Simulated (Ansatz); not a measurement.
Consider the ligand exchange at the Al–N bond: `O=C=[N][Al]([F])[Cl]` + H₂S → `[F][Al]([SH])[Cl]` + `N=C=O`.

Gas-phase electronic energies from Ansatz, PBE0-D4/def2-TZVP geometries. CCSD(T)/CBS is the MP2 limit (def2-TZVPP, def2-QZVPP) plus CCSD(T) − MP2 in def2-TZVPP, frozen cores. This one scheme is used for every species. Functionals use def2-TZVPP. B3LYP here is the variant with VWN-RPA as its local correlation; programs differ in this. Each species was taken in one conformer, which may not be the lowest.

```tsv
level	ΔE (kJ/mol)	difference from CCSD(T)/CBS
LDA (SPW92)	14.4	-11.6
BLYP-D4	24.6	-1.4
B3LYP-D4	28.5	2.5
r2SCANh-D4	23.5	-2.5
BHLYP-D4	34.5	8.5
ωB97X-V	26.6	0.6
B2PLYP	29.4	3.4
PBE-QIDH	25.3	-0.7
BHLYP	35.7	9.7
RPA@PBE/def2-TZVPP	29.7	3.7
HF/def2-SVP	54.1	28.1
CCSD/def2-SVP	41.5	15.5
HF/def2-TZVPP	45.1	19.1
CCSD/def2-TZVPP	33.3	7.3
SCS-MP2/def2-QZVPP	30.8	4.8
HF/CBS(def2)	46.1	20.1
CCSD(T)/CBS	26.0	0
```

Largest T1 diagnostic among the species: 0.018.

From BLYP to BHLYP (50 % exact exchange), in def2-TZVPP and without D4, ΔE moves by +10.9 kJ/mol. In def2-TZVPP, CCSD(T) changes the Hartree–Fock value by −15.5 kJ/mol (the triples alone add −3.7 kJ/mol) and MP2 by −16.0 kJ/mol. At CCSD(T), def2-SVP lies +12.4 kJ/mol from the extrapolated value and def2-TZVPP +3.6 kJ/mol.
